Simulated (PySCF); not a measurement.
How methods differ on the excitation energy of O²⁺

O²⁺ [He] 2s2 2p2 (3P) → O²⁺ [He] 2s2 2p1 3s1 (3P), as a difference of total energies. Computed with PySCF 2.14 in aug-cc-pwCVTZ (7s6p4d2f, 59 functions), with the non-relativistic Hamiltonian (point nucleus). Correlated levels: valence: 1s2 frozen; valence and next inner shell: nothing frozen. The calculations carry no spin-orbit coupling.

| method | excitation energy (eV) |
| --- | --- |
| UHF | 33.283 |
| LDA | 33.474 |
| PBE | 33.300 |
| PBE0 | 33.443 |
| r2SCAN | 34.007 |
| PBEsol | 33.337 |
| TPSSh | 33.528 |
| revPBE | 33.283 |
| wB97M-V | 33.169 |
| MP2 (valence) | 33.323 |
| SCS-MP2 (valence) | 33.209 |
| MP2 (valence and next inner shell) | 33.374 |
| SCS-MP2 (valence and next inner shell) | 33.245 |

Task: How much does correlation contribute at MP2 (valence and next inner shell)?

Result: 33.374 − (33.283) = 0.091 eV, measured against UHF.

The promoted electron is Rydberg-like, and one or two diffuse shells describe it only roughly, which tends to raise the upper state.
